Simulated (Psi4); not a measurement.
NO (SMILES [N]=O), doublet, at a GFN2-xTB geometry. Base run: PBE/aug-cc-pVDZ run with Psi4.

The Psi4 input:
```
memory 2 GB

molecule {
0 2
  N    -0.00000000   -0.00000000   -0.61623737
  O     0.00000000    0.00000000    0.53920770
}

set basis aug-cc-pvdz
set reference uks

energy('pbe')
print_variables()
```

Each row names what was changed in the base input (with any setting that the change needs).

| change | basis functions | E (Eh) | dipole (D) |
|---|---|---|---|
| base | 46 | -129.78374 | 0.23 |
| basis = cc-pVDZ-DK; relativity = spin-free X2C (with scf_type pk) | 28 | -129.85358 | 0.17 |
| basis = cc-pVDZ-DK; relativity = none (with scf_type pk) | 28 | -129.76613 | 0.17 |
| basis = cc-pVTZ-DK; relativity = none (with scf_type pk) | 60 | -129.80493 | 0.19 |
| basis = cc-pVTZ-DK; relativity = spin-free X2C (with scf_type pk) | 60 | -129.89212 | 0.19 |

Totals shift with the method and basis; they matter in differences.

Open shells are given as the SCF converged; they aren't shown to be the lowest states, and a large step between rows can be another state.

Basis sets contracted for a relativistic Hamiltonian are a mismatch without it, so the rows without relativity aren't non-relativistic limits. No row has spin-orbit coupling; sets with core potentials leave out the core electrons.
